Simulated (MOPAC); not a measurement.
MOPAC input (PM6):

```
PM6 FORCE THERMO(298,298) PRECISE LET UHF MS=0.5 GEO-OK AUX(PRECISION=9) THREADS=1
H4NOSi

N     1.47609089 1    0.07401338 1   -0.13323467 1
Si   -0.20508118 1    0.25511307 1   -0.16965484 1
O    -1.19668648 1   -0.53806645 1    0.66044829 1
H     2.11575913 1    0.75928428 1   -0.52733367 1
H     2.01222194 1   -0.65796674 1    0.31179304 1
H    -0.69010676 1    1.54337286 1   -0.57166932 1
H    -1.00061788 1   -0.91822453 1   -0.89401342 1
```

Output:

```
 *******************************************************************************
 **                                                                           **
 **                              MOPAC v23.2.5                                **
 **                                                                           **
 *******************************************************************************
 ** MOPAC's Digital Object Identifier: https://doi.org/10.5281/zenodo.6511958 **
 **                                                                           **
 ** Please cite the open-source release paper for use of this MOPAC version:  **
 ** J. E. Moussa and J. J. P. Stewart (2026)                                  **
 ** MOPAC: An open-source semiempirical molecular orbital program             **
 ** J. Open Source Softw., 11(119), 8025, https://doi.org/10.21105/joss.08025 **
 *******************************************************************************

                              PM6 CALCULATION RESULTS

 *******************************************************************************
 *  PM6        - The PM6 Hamiltonian to be used
 *  GEO-OK     - OVERRIDE INTERATOMIC DISTANCE AND OTHER SAFETY CHECKS
 *  UHF        - UNRESTRICTED HARTREE-FOCK CALCULATION
 *  MS=        - IN MECI, MAGNETIC COMPONENT OF SPIN =  0.5
 *  LET        - OVERRIDE SOME SAFETY CHECKS
 *  PRECISE    - TIGHTER CRITERIA TO BE USED
 *  FORCE      - FORCE CALCULATION SPECIFIED
 *  AUX        - OUTPUT AUXILIARY INFORMATION
 *  THERMO     - THERMODYNAMIC QUANTITIES TO BE CALCULATED
 *******************************************************************************
PM6 FORCE THERMO(298,298) PRECISE LET UHF MS=0.5 GEO-OK AUX(PRECISION=9) THREADS=1
 H4NOSi

   ATOM   CHEMICAL          X               Y               Z
  NUMBER   SYMBOL      (ANGSTROMS)     (ANGSTROMS)     (ANGSTROMS)

     1       N          1.47609089  *   0.07401338  *  -0.13323467  *
     2      Si         -0.20508118  *   0.25511307  *  -0.16965484  *
     3       O         -1.19668648  *  -0.53806645  *   0.66044829  *
     4       H          2.11575913  *   0.75928428  *  -0.52733367  *
     5       H          2.01222194  *  -0.65796674  *   0.31179304  *
     6       H         -0.69010676  *   1.54337286  *  -0.57166932  *
     7       H         -1.00061788  *  -0.91822453  *  -0.89401342  *

          CARTESIAN COORDINATES

    NO.       ATOM           X           Y           Z

     1         N          1.4761      0.0740     -0.1332
     2        Si         -0.2051      0.2551     -0.1697
     3         O         -1.1967     -0.5381      0.6604
     4         H          2.1158      0.7593     -0.5273
     5         H          2.0122     -0.6580      0.3118
     6         H         -0.6901      1.5434     -0.5717
     7         H         -1.0006     -0.9182     -0.8940

 General Reference for PM6:
 "Optimization of Parameters for Semiempirical Methods V: Modification of NDDO Approximations
 and Application to 70 Elements", J. J. P. Stewart, J. Mol. Mod., 13, 1173-1213 (2007)
 URL: https://link.springer.com/article/10.1007/s00894-007-0233-4

           Empirical Formula: H4 N O Si  =     7 atoms

      MOLECULAR POINT GROUP   :   C1
[...]
 REDUCED MASS        6.7140         N 1 -- H 5         +10.5% ( 47.7%)     28.4%
 EFFECTIVE MASS     17.5564         Si2 -- H 7         +10.2% ( 47.1%)      9.5%
 FORCE CONSTANT      4.1074

 VIBRATION         11   11A          ATOM PAIR     ENERGY CONTRIBUTION    RADIAL
 FREQUENCY          1542.40         N 1 -- H 5         +48.6% ( 59.7%)      3.0%
 TRANSITION DIPOLE   0.6639         N 1 -- H 4         +44.9% ( 57.4%)      3.4%
 TRAVEL (Ang.)       0.2808         N 1 -- Si2          +6.3% ( 21.6%)     99.4%
 REDUCED MASS        0.5544         Si2 -- H 7          +0.1% (  2.8%)     24.2%
 EFFECTIVE MASS      1.9415
 FORCE CONSTANT      0.7771

 VIBRATION         12   12A          ATOM PAIR     ENERGY CONTRIBUTION    RADIAL
 FREQUENCY          1919.02         Si2 -- H 7         +98.3% ( 98.8%)     98.2%
 TRANSITION DIPOLE   1.1204         Si2 -- O 3          +0.7% (  8.4%)     87.2%
 TRAVEL (Ang.)       0.1922         Si2 -- H 6          +0.5% (  6.9%)     20.1%
 REDUCED MASS        0.9513         N 1 -- Si2          +0.4% (  6.5%)     37.4%
 EFFECTIVE MASS      1.4974
 FORCE CONSTANT      2.0640

 VIBRATION         13   13A          ATOM PAIR     ENERGY CONTRIBUTION    RADIAL
 FREQUENCY          2166.11         Si2 -- H 6         +99.2% ( 99.9%)    100.0%
 TRANSITION DIPOLE   0.0979         Si2 -- H 7          +0.3% (  5.1%)      3.4%
 TRAVEL (Ang.)       0.1790         N 1 -- Si2          +0.3% (  5.1%)     23.6%
 REDUCED MASS        0.9711         Si2 -- O 3          +0.3% (  5.0%)     16.3%
 EFFECTIVE MASS      1.3611
 FORCE CONSTANT      2.6846

 VIBRATION         14   14A          ATOM PAIR     ENERGY CONTRIBUTION    RADIAL
 FREQUENCY          2778.37         N 1 -- H 4         +71.2% ( 86.0%)     99.2%
 TRANSITION DIPOLE   0.9874         N 1 -- H 5         +28.2% ( 54.2%)     95.5%
 TRAVEL (Ang.)       0.2013         N 1 -- Si2          +0.6% (  8.1%)      0.8%
 REDUCED MASS        0.5992
 EFFECTIVE MASS      1.4616
 FORCE CONSTANT      2.7250

 VIBRATION         15   15A          ATOM PAIR     ENERGY CONTRIBUTION    RADIAL
 FREQUENCY          2831.30         N 1 -- H 5         +72.7% ( 84.2%)     99.2%
 TRANSITION DIPOLE   1.0540         N 1 -- H 4         +26.8% ( 51.1%)     92.9%
 TRAVEL (Ang.)       0.2032         N 1 -- Si2          +0.5% (  6.8%)     90.7%
 REDUCED MASS        0.5768
 EFFECTIVE MASS      1.2542
 FORCE CONSTANT      2.7244

      SYMMETRY NUMBER FOR POINT-GROUP C1  =  1

          SYSTEM IS A GROUND STATE

 H4NOSi

          MOLECULE IS NOT LINEAR

          THERE ARE 15 GENUINE VIBRATIONS IN THIS SYSTEM
          THIS THERMODYNAMICS CALCULATION IS LIMITED TO
          MOLECULES WHICH HAVE NO INTERNAL ROTATIONS

                    CALCULATED THERMODYNAMIC PROPERTIES
                                          *
   TEMP. (K)   PARTITION FUNCTION   H.O.F.    ENTHALPY  HEAT CAPACITY ENTROPY
                                   KCAL/MOL   CAL/MOLE    CAL/K/MOL  CAL/K/MOL

 298.00  VIB.     0.3240D+01                  1323.7712    10.6844     6.7780
         ROT.     0.2264D+05                   888.2803     2.9808    22.9077
         INT.     0.7335D+05                  2212.0515    13.6652    29.6858
         TRA.     0.4734D+27                  1480.4672     4.9680    38.2967
         TOT.                      -31.758    3692.5187    18.6332    67.9825

   *: NOTE: HEATS OF FORMATION ARE RELATIVE TO THE
            ELEMENTS IN THEIR STANDARD STATE AT 298K
              (=  Standard Enthalpy of Formation).

            Hvib:  Zero-point energy is not included.
                   frequencies of less than zero cm-1 are not included.
            Hrot = (3/2)RT
            Htra = (3/2)RT + pV = (5/2)RT

            Heat capacity is Cp, not Cv

          For more information, see: HTTP://OpenMOPAC.net/Manual/thermochemistry.html

           FORCE CONSTANT IN CARTESIAN COORDINATES (Millidynes/A)

    ATOM   CHEMICAL       X               Y               Z
   NUMBER   SYMBOL  FORCE CONSTANT  FORCE CONSTANT  FORCE CONSTANT

      1       N        8.424660        5.454043        1.191520
      2      Si        8.526167        5.274512        2.291113
      3       O        1.440788        2.591850        0.458823
      4       H        1.848389        3.064754        0.299622
      5       H        2.169533        2.940923        0.278118
      6       H        0.806246        1.831240        0.526035
      7       H        0.379040        0.273709        1.873631

 **********************
 *                    *
 * JOB ENDED NORMALLY *
 *                    *
 **********************

 == MOPAC DONE ==
```
